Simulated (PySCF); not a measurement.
## Correlation energy of F³⁺ (fluorine, charge +3)

[He] 2s2 2p2, high-spin 3P determinant. Computed with PySCF 2.14 in aug-cc-pVQZ, with the non-relativistic Hamiltonian (point nucleus). Frozen: 1s2; 4 electrons correlated.

MP2 pair energies summed by pair of shells (mhartree):

```csv
pair,energy,share (%)
2s-2p,-52.25,60.4
2s-2s,-25.90,30.0
2p-2p,-8.31,9.6
```

Total MP2 correlation energy: -86.46 mhartree.

Same-spin part -14.75 and opposite-spin part -71.71 mhartree; SCS-MP2 scales them by 1/3 and 6/5 to -90.97 mhartree.
